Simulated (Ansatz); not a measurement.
Nudged elastic band run: Si16Ge

input.yaml

```yaml
crystal:
  lattice:
    - [0.0, 5.43, 5.43]
    - [5.43, 0.0, 5.43]
    - [5.43, 5.43, 0.0]
  atoms:
    - { symbol: Si, position: [0.01152354, -0.03482441, 0.01029742] }
    - { symbol: Si, position: [0.1587786, 0.11307446, 0.11435138] }
    - { symbol: Si, position: [0.01772025, -0.00236456, 0.48622312] }
    - { symbol: Si, position: [0.12680763, 0.10666773, 0.63834341] }
    - { symbol: Si, position: [0.0114999, 0.51200242, 0.01039609] }
    - { symbol: Si, position: [0.10146741, 0.60183322, 0.1940354] }
    - { symbol: Si, position: [-0.02506124, 0.47532756, 0.57380428] }
    - { symbol: Si, position: [0.12686302, 0.62741596, 0.63846059] }
    - { symbol: Si, position: [0.52233254, 0.02291955, -0.06871264] }
    - { symbol: Si, position: [0.61228791, 0.11299529, 0.1146146] }
    - { symbol: Si, position: [0.49712451, -0.00229001, 0.48652511] }
    - { symbol: Si, position: [0.64894457, 0.14936375, 0.55177632] }
    - { symbol: Si, position: [0.46471404, 0.51205981, 0.01015565] }
    - { symbol: Si, position: [0.61237465, 0.65942822, 0.11442337] }
    - { symbol: Si, position: [0.49709584, 0.51813494, 0.48630696] }
    - { symbol: Si, position: [0.6063156, 0.62733932, 0.63818081] }
    - { symbol: Ge, position: [0.81203095, 0.31269915, 0.06161414] }
basis:
  ecutwfc: 420.0
kpoints:
  mp_grid: { grid: [2, 2, 2] }
hamiltonian:
  xc: pbe
  pseudopotentials: { kind: paw, azcp: { folder: soft_1 } }
scf:
  occupations: { method: gaussian, width: 0.05 }
  lower_state_search: "off"
neb:
  images: 5
  f_tol: 0.05
  initial_path: linear
  max_iterations: 8
  optimiser: lbfgs
  final_atoms:
    - { symbol: Si, position: [-0.01447343, -0.00179821, -0.00148072] }
    - { symbol: Si, position: [0.05302989, 0.14884402, 0.14931644] }
    - { symbol: Si, position: [-0.01444008, -0.00189085, 0.5182442] }
    - { symbol: Si, position: [0.13739229, 0.10671012, 0.62816164] }
    - { symbol: Si, position: [-0.0144711, 0.51778589, -0.00148736] }
    - { symbol: Si, position: [0.13735854, 0.62782916, 0.10701203] }
    - { symbol: Si, position: [0.07450339, 0.47507327, 0.47537066] }
    - { symbol: Si, position: [0.13739461, 0.62775953, 0.62815649] }
    - { symbol: Si, position: [0.43211172, 0.02258889, 0.02271962] }
    - { symbol: Si, position: [0.61372419, 0.11376758, 0.11376204] }
    - { symbol: Si, position: [0.50948839, -0.03514808, 0.51282027] }
    - { symbol: Si, position: [0.61376196, 0.11366613, 0.65890493] }
    - { symbol: Si, position: [0.50947332, 0.5127475, -0.03496927] }
    - { symbol: Si, position: [0.61372678, 0.65875688, 0.11375487] }
    - { symbol: Si, position: [0.50948939, 0.51284479, 0.51282638] }
    - { symbol: Si, position: [0.69453221, 0.60177252, 0.60193446] }
    - { symbol: Ge, position: [0.55675815, 0.31431947, 0.31462454] }
  order_check: false
```

Launched with:

```bash
$ ansatz run input.yaml --threads 1 --pin off --max-ram 3072MiB --backend cpu --events-out ev --progress --plain --runs-dir out
```

Output, in part (warnings, iteration lines):

```
NEB end point (image 0): max|allowed force component| = 1.322e-2 eV/Å (the criterion of neb.relax_end_points is 1.000e-2)
NEB end point (image 6): max|allowed force component| = 1.139e-2 eV/Å (the criterion of neb.relax_end_points is 1.000e-2)
NEB iter   1: max|band force component| = 4.493e0 eV/Å  barrier→ = 0.7218 eV  barrier← = 0.7217 eV  Δτ_max = 0.0642 Å  (63 SCF iters)
NEB iter   2: max|band force component| = 2.674e0 eV/Å  barrier→ = 0.2997 eV  barrier← = 0.2996 eV  Δτ_max = 0.1038 Å  (33 SCF iters)
NEB iter   3: max|band force component| = 1.042e0 eV/Å  barrier→ = 0.0833 eV  barrier← = 0.0832 eV  Δτ_max = 0.0751 Å  (35 SCF iters)
NEB iter   4: max|band force component| = 5.018e-1 eV/Å  barrier→ = 0.0695 eV  barrier← = 0.0693 eV  Δτ_max = 0.0672 Å  (33 SCF iters)
NEB iter   5: max|band force component| = 4.240e-1 eV/Å  barrier→ = 0.0557 eV  barrier← = 0.0555 eV  CI = image 5  Δτ_max = 0.0061 Å  (34 SCF iters)
NEB iter   6: max|band force component| = 3.536e-1 eV/Å  barrier→ = 0.0528 eV  barrier← = 0.0527 eV  CI = image 5  Δτ_max = 0.0571 Å  (24 SCF iters)
NEB iter   7: max|band force component| = 5.971e-1 eV/Å  barrier→ = 0.0319 eV  barrier← = 0.0318 eV  CI = image 5  Δτ_max = 0.0085 Å  (35 SCF iters)
NEB iter   8: max|band force component| = 5.054e-1 eV/Å  barrier→ = 0.0297 eV  barrier← = 0.0296 eV  CI = image 5  Δτ_max = 0.0667 Å  (25 SCF iters)
Error: NEB band did not converge after 8 iterations: max|band force component| = 5.05e-1 eV/Å (threshold 5.0e-2); raise `neb.max_iterations` in a new run, which can start from the last band evaluated (`neb.initial_path`, with `crystal.atoms` and `neb.final_atoms` set to its first and last images), …
```

It did not converge within its limit. The band didn't meet its force threshold, so its energies are provisional: the largest band force was still 0.51 eV/Å, and over the last iterations the top moved between 0.03 and 0.05 eV. Inner images lie below an end point, which means an intermediate or an end that isn't the lowest structure nearby. Limits of this set-up: coarse k mesh.

Final band (atoms are numbered from 1 in the order of the input):

```csv
image,path coordinate (Å),energy (eV),Si1–Ge17 (Å),Si5–Ge17 (Å),Si11–Ge17 (Å)
0,0.00,0.000,2.45,2.45,3.52
1,0.47,0.022,2.49,2.49,3.27
2,0.94,-0.098,2.66,2.66,2.97
3,1.42,-0.194,2.80,2.80,2.79
4,1.90,-0.086,2.98,2.98,2.66
5,2.36,0.030,3.28,3.28,2.48
6,2.83,0.000,3.54,3.54,2.45
```

Run time: 12 min on 1 thread of AMD EPYC 7571, with other jobs on the host, peak memory 0.91 GiB.
